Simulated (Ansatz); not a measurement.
Stepwise reaction of boron trifluoride with water, as a gas-phase model of exchange steps in deposition or etching. ΔE in kJ/mol.

Computed with Ansatz on PBE0-D4/def2-TZVP structures; ΔE is electronic, products minus reactants. CCSD(T)/CBS adds triple-zeta CCSD(T) − MP2 to the extrapolated MP2 energy (def2 sets, frozen cores). This one scheme is used for every species. Functionals use def2-TZVPP. B3LYP here is the variant with VWN-RPA as its local correlation; programs differ in this. Each species was taken in one conformer, which may not be the lowest.

| step | reaction | PBE-D4 | B3LYP-D4 | ωB97M-V | CCSD(T)/CBS |
| --- | --- | --- | --- | --- | --- |
| 1 | `FB(F)F` + H₂O → `OB(F)F` + H–F | 8.1 | 9.9 | 9.9 | 9.2 |
| 2 | `OB(F)F` + H₂O → `OB(O)F` + H–F | 13.0 | 14.9 | 14.5 | 13.1 |

Problem. Give the row of step 3, `OB(O)F` + H₂O → `OB(O)O` + H–F. (Estimate.)

Solution. The calculation gave: 
```
step                         reaction  PBE-D4  B3LYP-D4  ωB97M-V  CCSD(T)/CBS
   3  `OB(O)F` + H₂O → `OB(O)O` + H–F    15.7      17.7     17.1         15.1
```

Problem. By hand: ΔE of the 3 steps together at CCSD(T)/CBS.

Solution. (9.2) + (13.1) + (15.1) = 37.4 kJ/mol, or 12.5 kJ/mol a step.

In ΔE step 1 is the lowest and step 3 the highest. All are uphill at CCSD(T)/CBS. PBE-D4 differs from CCSD(T)/CBS by -1.1 to 0.6 kJ/mol a step. Isolated molecules leave out the surface, adducts and barriers. Largest T1 diagnostic: 0.012.
